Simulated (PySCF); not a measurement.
Compound: C7H7FO.
Geometry (PBE0-D3(BJ)/def2-SVP, Å), atoms numbered from 1 in this order:
```
atom  x, y, z in Å
F1     2.574   -1.115   -1.050
C2     2.108   -0.221   -0.127
C3     0.656   -0.381    0.101
C4    -0.223   -1.214   -0.456
C5    -1.580   -0.779    0.131
C6    -1.915    0.599   -0.480
C7    -1.037    1.433    0.076
C8    -0.201    0.534    1.010
O9    -1.184   -0.389    1.438
H10    2.669   -0.358    0.817
H11    2.320    0.806   -0.485
H12   -0.052   -1.980   -1.210
H13   -2.382   -1.527    0.152
H14   -2.668    0.794   -1.243
H15   -0.877    2.496   -0.104
H16    0.306    1.018    1.855
```

The closed-shell ground state was solved at several levels (PySCF, density fitting, gas phase, non-relativistic).

```tsv
level	basis functions	HOMO (eV)	LUMO (eV)	gap (eV)	dipole (D)
B3LYP/pcJ-1	313	-6.30	-0.98	5.32	1.71
B3LYP/def2-SVPD	242	-6.39	-1.10	5.29	1.72
```

(1) What might PBE0/pcSseg-1 (188 basis functions) give for the same quantities?

(2) Over all these levels, which gives the widest orbital gap and which the narrowest?

(3) How far do the dipole and the HOMO energy spread over the levels?

Results:

(1) HOMO -6.55 eV, LUMO -0.79 eV, gap 5.76 eV, dipole 1.73 D.

(2) PBE0/pcSseg-1 (global hybrid, 25 % exact exchange) has the widest, 5.76 eV, and B3LYP/def2-SVPD (global hybrid, 20 % exact exchange) the narrowest, 5.29 eV. Functional and basis both differ between the two, so the spread mixes both effects.

(3) The dipole runs from 1.71 to 1.73 D (mean 1.72 D) and the HOMO from -6.55 to -6.30 eV.

One conformer stands for the species.
